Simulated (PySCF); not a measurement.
From a computed spectrum to the compound

A species of 3 atoms with charge 0 has these harmonic modes (PBE0, small Gaussian bases with core potentials, PySCF 2.14.0):

```
cm⁻¹  km/mol  symmetry
 141    23.6        a'
 326    58.0        a'
 854   195.6        a'
```

Task: Which species is it, and in which structure?

Result: HoOCl (singlet in the valence; each metal's 4f electrons, 10 of them, lie in its core potential, out of spins and levels):
```xyz
3

Ho    0.2386    0.0000   -0.2791
O     1.7408    0.0000    0.7237
Cl   -1.9218    0.0000    0.9853
```
Ideal gas at 298.15 K and 1 bar: S = 315.2 J/(mol K), Cp = 50.4 J/(mol K), H − H(0 K) = 12.8 kJ/mol (rigid rotor, harmonic modes, spin degeneracy alone, that of the 4f electrons in the core included). An lcecp potential fixes the number of 4f electrons, so in runs with it no electron can move into or out of that shell.
 Other answers can fit too; this one was computed.
